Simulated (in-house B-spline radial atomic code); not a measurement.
Computed with a B-spline radial atomic code. Model: two electrons, singlet ground state, non-relativistic, full CI in B-splines with partial waves to l = 8 (at full coupling up to 3e-4 hartree above the limit, correlation up to 0.6 % small), density held at that of full coupling by Lieb maximisation.

W(λ) is the mean repulsion in the state of coupling λ less the Hartree energy of the fixed density. Its start is exact exchange, its initial slope is twice the second-order Görling-Levy correlation energy, and its area from 0 to 1 is E_xc. A straight curve means weak, dynamic correlation, and a curve that drops fast and flattens means strong correlation.

Command:
```bash
python run_ac.py task.json out
```
Settings (lengths in bohr, energies in hartree):
```
potential              yukawa
strength               3.48
lmax                   8
second                 0.713
```

Run time, properties included: 10 s on 1 thread of Intel(R) Xeon(R) Processor @ 2.30GHz (shared host).

**W = mean repulsion less Hartree energy, and W of three functionals.**

Given: confinement screened point charge; nuclear charge 3.48; screening of the nucleus 0.713 1/bohr; external potential -Z exp(-k r)/r.

Computed: LDA exchange minus exact 259.12 millihartree; PBE exchange minus exact 24.819 millihartree.

```tsv
coupling	W xc (hartree)	W xc minus exchange (millihartree)	kinetic minus Kohn-Sham (millihartree)	LDA (PW92) W minus its exchange (millihartree)	PBE W minus its exchange (millihartree)	SCAN W minus its exchange (millihartree)
0	-1.8666	0	0	0	0	0
0.02	?	?	?	?	?	?
0.05	-1.8714	-4.748	0.1	-27.74	-4.51	-4.53
0.12	-1.8779	-11.296	0.7	-54.32	-10.89	-10.69
0.25	-1.8898	-23.166	2.9	-92.71	-22.72	-21.7
0.4	-1.9031	-36.409	7.2	-128.45	-36.17	-33.83
0.6	-1.92	-53.351	15.6	-168.17	-53.6	-49.2
0.8	-1.9362	-69.525	26.9	-202.11	-70.41	-63.76
1	-1.9516	-84.979	40.8	-232.02	-86.55	-77.62
1.4	-1.9806	-113.91	75.5	-283.4	-116.95	-103.46
2	?	?	?	?	?	?
3	-2.075	-208.33	279.1	-427.84	-217.34	-188.07
4.5	-2.141	-274.37	524.6	-518.63	-289.08	-248.57
7	-2.2207	-354.1	976.7	-624.68	-378.8	-324.26
10	-2.2862	-419.54	1526.8	-712.46	-456.57	-389.18
```

(1) What belongs in the row 0.02?

(2) What belongs in the row 2?

(3) What is the SCAN exchange minus exact?

**Energy parts, natural occupations and partial-wave weights.**

Computed: total energy -5.8829 hartree; correlation energy -0.044151 hartree; kinetic part of the DFT correlation energy 0.040828 hartree; kinetic part over minus potential part 0.48045; Hartree energy 3.7333 hartree; Kohn-Sham kinetic 9.3727 hartree; Lieb Oxford ratio E_xc over LDA exchange 1.1887.

```csv
natural,occupation of the shell (electrons)
s,1.9946
p,0.0026702
s,0.0023653
d,?
p,0.00010138
s,5.0044e-05
```

(4) What belongs in the row d?

```csv
wave,weight
s,0.99852
p,0.001391
d,7.428e-05
f,?
g,2.4993e-06
```

(5) What belongs in the row f?

(6) What is the initial slope twice GL2?

(7) What is the exchange energy?

## Answers

(1) W xc (hartree): -1.8686; W xc minus exchange (millihartree): -1.907; kinetic minus Kohn-Sham (millihartree): 0; LDA (PW92) W minus its exchange (millihartree): -13.3; PBE W minus its exchange (millihartree): -1.79; SCAN W minus its exchange (millihartree): -1.83.

(2) W xc (hartree): -2.0196; W xc minus exchange (millihartree): -152.92; kinetic minus Kohn-Sham (millihartree): 141.5; LDA (PW92) W minus its exchange (millihartree): -346.27; PBE W minus its exchange (millihartree): -158.21; SCAN W minus its exchange (millihartree): -138.28.

(3) -7.3505 millihartree.

(4) occupation of the shell (electrons): 0.00013172.

(5) weight: 1.0667e-05.

(6) -0.095572 hartree.

(7) -1.8666 hartree.

Half-way to full coupling W has made 53 % of its drop, against 50 % for a straight line, and second-order (GL2) theory, half the initial slope, overshoots the correlation energy by about 8 %: a moderate bend, as in light atoms. Over couplings 0 to 1 the errors in E_xc come to about +163 millihartree for LDA, +25 millihartree for PBE, -3.9 millihartree for SCAN, so SCAN is nearest. In LDA and PBE and SCAN the errors of exchange and correlation have opposite signs, so the sum is smaller than the larger of the two.
